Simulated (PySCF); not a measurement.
C6H7 (SMILES [CH]1C=CC=CC1), doublet, geometry from GFN2-xTB. Base run: PBE/6-31G in PySCF.

The PySCF input:
```python
from pyscf import gto, scf, dft, solvent

mol = gto.Mole()
mol.atom = '''
    C    -0.780803   -1.146014    0.063684
    C     0.557826   -1.285138    0.226081
    C     1.421295   -0.179404    0.176516
    C     0.892926    1.102016   -0.045907
    C    -0.437470    1.299792   -0.214986
    C    -1.418679    0.179074   -0.176192
    H    -1.437306   -2.002830    0.103449
    H     0.977551   -2.266806    0.398088
    H     2.482670   -0.313377    0.308333
    H     1.568843    1.945385   -0.081841
    H    -0.834747    2.289622   -0.385625
    H    -2.176571    0.374023    0.601062
    H    -1.991013    0.152034   -1.118651
'''
mol.basis = '6-31g'
mol.charge = 0
mol.spin = 1
mol.verbose = 4
mol.build()

mf = dft.UKS(mol)
mf.xc = 'pbe'
mf.kernel()
```

Each row names what was changed in the base input (with any setting that the change needs).

```json
[
 {"change": "base", "ΔE vs base (kcal/mol)": "0.000", "dipole (D)": "0.52"},
 {"change": "model = IEF-PCM; solvent = 2-propanol; vdw_scale = 1.0", "ΔE vs base (kcal/mol)": "-4.10", "dipole (D)": "0.94"},
 {"change": "model = IEF-PCM; solvent = 2-propanol; lebedev_order = 41", "ΔE vs base (kcal/mol)": "-2.12", "dipole (D)": "0.79"},
 {"change": "model = IEF-PCM; solvent = 2-propanol; lebedev_order = 11", "ΔE vs base (kcal/mol)": "-1.99", "dipole (D)": "0.78"},
 {"change": "model = ddCOSMO; solvent = 2-propanol", "ΔE vs base (kcal/mol)": "-1.46", "dipole (D)": "0.76"},
 {"change": "model = IEF-PCM; solvent = n-hexane", "ΔE vs base (kcal/mol)": "-0.74", "dipole (D)": "0.61"},
 {"change": "model = IEF-PCM; solvent = dimethylsulfoxide", "ΔE vs base (kcal/mol)": "-2.23", "dipole (D)": "0.81"},
 {"change": "model = IEF-PCM; solvent = 2-propanol; r_probe = 0.5", "ΔE vs base (kcal/mol)": "-0.75", "dipole (D)": "0.66"},
 {"change": "model = IEF-PCM; solvent = 2-propanol", "ΔE vs base (kcal/mol)": "-2.11", "dipole (D)": "0.79"},
 {"change": "model = IEF-PCM; solvent = chloroform", "ΔE vs base (kcal/mol)": "-1.54", "dipole (D)": "0.72"},
 {"change": "model = C-PCM; solvent = 2-propanol", "ΔE vs base (kcal/mol)": "-2.19", "dipole (D)": "0.80"},
 {"change": "model = IEF-PCM; solvent = 2-propanol; vdw_scale = 1.1", "ΔE vs base (kcal/mol)": "-2.93", "dipole (D)": "0.86"}
]
```

The base is the gas phase, so ΔE is the electrostatic part of solvation at a fixed geometry, without cavity and dispersion terms.

Open shells are given as the SCF converged; they aren't shown to be the lowest states, and a large step between rows can be another state.
